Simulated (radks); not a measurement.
Spin polarisation of the 4f10 shell in Dy. Start: [Xe] 4f(up 5, down 5) 6s2; electrons of 4f are moved from spin down to spin up, other shells keep equal spins. Method: scalar-relativistic Kohn-Sham, PBE, spin-polarised, spherical densities, point nucleus; computed with a radial shooting solver on a logarithmic mesh with Libxc functionals.

\begin{tabular}{lrrrrr}
moment (Bohr magnetons) & E - E(0) (eV) & e(4f up) (eV) & e(4f down) (eV) & 6s down minus up (eV) & 5p down minus up (eV) \\ \hline
0 & 0.000 & -3.111 & -3.111 & 0.000 & 0.000 \\
1 & -0.183 & -3.464 & -2.732 & 0.028 & 0.307 \\
2 & -0.732 & -3.792 & -2.330 & 0.055 & 0.615 \\
3 & -1.646 & -4.093 & -1.902 & 0.083 & 0.925 \\
4 & -2.924 & -4.367 & -1.450 & 0.112 & 1.236 \\
\end{tabular}

At moment 4 the spin-polarisation energy is -2.924 eV and the 4f exchange splitting 2.917 eV, that is 0.729 eV per Bohr magneton; E = -I m^2/4 would give I = 0.731 eV.
